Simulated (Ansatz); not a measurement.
C2H7AlS, singlet, at a GFN2-xTB geometry (such geometries of metal compounds can be far from the true shape), with bond 9-6 at 1.8 times its length; CASSCF(6,5)/STO-3G (Ansatz, an electronic-structure program).

Ansatz was given this input:
Ansatz 0.2 input:
```yaml
crystal:
  periodic: [false, false, false]
  atoms:
    - {symbol: Al, position_ang: [-0.33904928, 0.25288967, -0.16390200]}
    - {symbol: C, position_ang: [-2.09017160, -0.61987773, -0.49596940]}
    - {symbol: H, position_ang: [-1.97324608, -1.70935094, -0.54569499]}
    - {symbol: H, position_ang: [-2.55864289, -0.29894874, -1.43140186]}
    - {symbol: H, position_ang: [-2.81701689, -0.41929706, 0.29804792]}
    - {symbol: C, position_ang: [0.23146747, 2.14482062, -0.40523247]}
    - {symbol: H, position_ang: [1.06591206, 2.24759169, -1.10893200]}
    - {symbol: H, position_ang: [0.56326520, 2.60812305, 0.53128558]}
    - {symbol: H, position_ang: [-1.24000272, 3.25201302, -1.09796303]}
    - {symbol: S, position_ang: [1.23588612, -1.09627941, 0.61628654]}
    - {symbol: H, position_ang: [2.09143198, -0.08479805, 0.72413050]}
basis:
  gaussian:
    orbitals: STO-3G
hamiltonian:
  xc: hf
magnetization: {spin_polarized: false}
correlation: {active_space: {window: {electrons: 6, orbitals: 5}}}
```

Write the output that Ansatz gives for this input, abridged.


```
Functional definition: HF
420 factors; integrals over basis functions are off by at most 8.0e-5 eV
mean field evaluation 1: about -19343.0700 eV, gradient 2.1e1 eV
mean field evaluation 2: about -19343.1355 eV, gradient 2.1e1 eV
mean field evaluation 4: about -19345.3238 eV, gradient 2.5e0 eV
mean field evaluation 8: about -19345.3551 eV, gradient 4.7e-2 eV
mean field -19345.35508201 eV, -710.9286865112 hartree, gradient 2.5e-6 eV, S^2 0.000000; 0 other end points of the search recorded, 0 dependent functions left out
reference -19345.35508201 eV, -710.9286865112 hartree; 24, 24 occupied and 11, 11 virtual orbitals, 420 factors
state -19348.24409574 eV, -711.0348558076 hartree
2 active orbitals were swapped for others, from the solution at -19348.17876563 eV, -711.0324549703 hartree to that at -19348.22532996 eV, -711.0341661779 hartree; typed "places" are swapped only where nearly empty or full, and so, without "given_window_search", are "orbital_numbers", "shells" and a window whose orbitals a file names under [Active]
1 active orbitals were swapped for others, from the solution at -19348.22532996 eV, -711.0341661779 hartree to that at -19348.24409574 eV, -711.0348558076 hartree; typed "places" are swapped only where nearly empty or full, and so, without "given_window_search", are "orbital_numbers", "shells" and a window whose orbitals a file names under [Active]
Total energy: -19348.24409574 eV, -711.0348558076 hartree
```
